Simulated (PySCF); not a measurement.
W²⁺: ionisation energy

W²⁺ [Xe] 4f14 5d4 (5D) → W³⁺ [Xe] 4f14 5d3 (4F), as a difference of total energies. Computed with PySCF 2.14 in aug-cc-pVDZ-PP with ECP60MDF (5s5p4d2f, 54 functions), with scalar relativity through the core potential. Correlated levels: valence: 5s2 5p6 frozen. The calculations carry no spin-orbit coupling.

```tsv
method	ionisation energy (eV)
UHF	24.783
MP2 (valence)	25.171
SCS-MP2 (valence)	24.913
CCSD (valence)	25.240
CCSD(T) (valence)	25.243
```

Task: How much does correlation contribute at CCSD(T) (valence)?

Result: 25.243 − (24.783) = 0.460 eV, measured against UHF.

The reference lies between the lowest fine-structure levels, while these numbers refer to the centres of the terms.

Errors of the correlated levels include the incompleteness of this basis and the frozen core.

For comparison: 26 ± 0.4 eV (semi-empirical (NIST evaluation); NIST Atomic Spectra Database, ionization energies).
